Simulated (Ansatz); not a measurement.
Gas-phase reaction R1 → P1 + P2, each structure at its B3LYP-D3(BJ)/def2-TZVP stationary point, reached from a drawn start (curvature not checked).
R1, C2H6 (SMILES CC) (charge 0, multiplicity 1, Z-matrix in Å and degrees):
```
C
H 1 1.0919
H 1 1.0919 2 107.56
H 1 1.0919 2 107.56 3 115.59
C 1 1.5262 2 111.32 4 122.20
H 5 1.0919 1 111.32 2 180.00
H 5 1.0919 6 107.56 1 -122.20
H 5 1.0919 6 107.56 7 -115.59
```
P1: C2H5 (SMILES [CH2]C), charge 0, multiplicity 2.
P2: H atom, charge 0, multiplicity 2.

P less R. No zero-point or thermal terms; singlets are restricted closed shells; open shells are unrestricted.

Frozen-core correlation throughout. CBS(a, b) extrapolates the correlation energy as X⁻³ and adds the Hartree–Fock energy of set b.

Programs: Ansatz (Gaussian basis) for Hartree–Fock, density functionals and correlated methods. Each number belongs to the level named beside it.

**Question.** What is the computed reaction energy (CCSD(T)/CBS(cc-pVTZ, cc-pVQZ))?

**Answer.** 109.1 kcal/mol

**Question.** Give the reaction energy at the level CCSD/cc-pVDZ.

**Answer.** 104.4 kcal/mol

**Question.** What is the computed reaction energy (wB97X-V/def2-TZVPP)?

**Answer.** 108.3 kcal/mol

Ansatz is a quantum-chemistry and plane-wave program.
